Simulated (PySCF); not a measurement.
C2H3Br2Cl, SMILES ClC(Br)(C)Br.

Coordinates come from a B3LYP-D3(BJ)/def2-SVP optimisation.

Level of theory: PBE/def2-TZVP (PySCF).

Isolated molecule, no solvent.

Computed frontier levels, gap, dipole moment and polarisability:
- highest occupied level: -6.80 eV
- lowest empty level: -2.66 eV
- orbital gap: 4.13 eV
- dipole moment: 1.71 D
- quadrupole, principal values (traceless, Buckingham form, about the centre of nuclear charge): -1.99, -1.44, 3.43 D·Å
- mean static polarisability: 79.2 bohr³ (11.73 Å³)
- polarisability, principal values: 67.9, 80.6, 88.9 bohr³
